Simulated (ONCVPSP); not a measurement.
## ruthenium: variants of one ONCV potential

Base potential:

ruthenium (Ru), optimised norm-conserving Vanderbilt (ONCV), made with ONCVPSP 4.0.1 (LDA (Perdew-Zunger), scalar-relativistic). Core [Ar] 3d10, reference 4s2 4p6 4d6 (charge +2). Waves: 4s: rc 1.35 bohr, ncon 4, nbas 8, qcut 8.8 1/bohr, 2 projectors, debl 3.7 Ha; 4p: rc 1.80 bohr, ncon 4, nbas 8, qcut 6.5 1/bohr, 2 projectors, debl 0.5 Ha; 4d: rc 1.35 bohr, ncon 3, nbas 8, qcut 9.2 1/bohr, local. Local part: the d channel. Core correction: Teter function fitted to the true core (icmod 2), fcfact 0.55.

In the p channel the program set the typed energies aside and used -2.446, 0.250 Ha.

Cutoffs, loose and tight: the cutoffs (Ha) at which the residual kinetic energy of the hardest occupied pseudo-wave falls to 1 and 0.1 mHa per electron. They do not see the model core or the augmentation charge, which bear on the density cutoff. Test errors are all-electron minus pseudo excitation energies from the reference, over the configurations 4s2 4p6 4d7 5s1; 4s2 4p6 4d7; 4s2 4p6 4d5; 4s2 4p6 4d6 5s1 5p1. A dash means not determined; rows that change the core or the reference have their own tests.

A true bound ghost makes a file unfit for plane-wave use even where its test errors are small: the radial tests pick states by their node count and pass the ghost by.

| change | outcome | cutoff, loose | cutoff, tight | bound ghosts | GHOST(+) flags above zero | largest test error (meV) |
| --- | --- | --- | --- | --- | --- | --- |
| base | generated, projector energies reset by the program | 30 Ha | 34 Ha | none | s | +2.2 |
| d: qcut 5.6 | generated, projector energies reset by the program | 117 Ha | 182 Ha | s | none | -11 |
| d: qcut 6.5 | generated, projector energies reset by the program | 30 Ha | 131 Ha | s | none | -4.6 |
| d: qcut 7.4 | generated, projector energies reset by the program | 30 Ha | 37 Ha | none | s | +1.4 |
| d: qcut 8.2 | generated, projector energies reset by the program | 30 Ha | 34 Ha | none | none | +1.5 |
| d: qcut 9.1 | generated, projector energies reset by the program | 30 Ha | 34 Ha | none | s | +2.1 |
| d: qcut 10.2 | generated, projector energies reset by the program | 30 Ha | 34 Ha | none | s | +2.4 |
| d: qcut 11.1 | generated, projector energies reset by the program | 30 Ha | 35 Ha | none | s | +2.5 |
| d: qcut 12.9 | generated, projector energies reset by the program | 30 Ha | 35 Ha | none | s | +2.5 |
| d: qcut 13.8 | generated, projector energies reset by the program | 30 Ha | 34 Ha | none | s | +2.4 |

Q: What comes out with this change to the base: d: qcut 12?

A: outcome: generated, projector energies reset by the program; cutoff, loose: 30 Ha; cutoff, tight: 36 Ha; bound ghosts: none; GHOST(+) flags above zero: s; largest test error (meV): +2.5.

Reading the sweep of the qcut of the d channel (base included, trends over the rows without a ghost): The loose cutoff stays near 30 Ha. The median size of the test errors (rows with all tests solved) is not monotonic: lowest 0.2 meV at 7.4 1/bohr, highest 2.1 meV at 12 1/bohr. Bound ghosts are found at 5.6, 6.5 1/bohr.
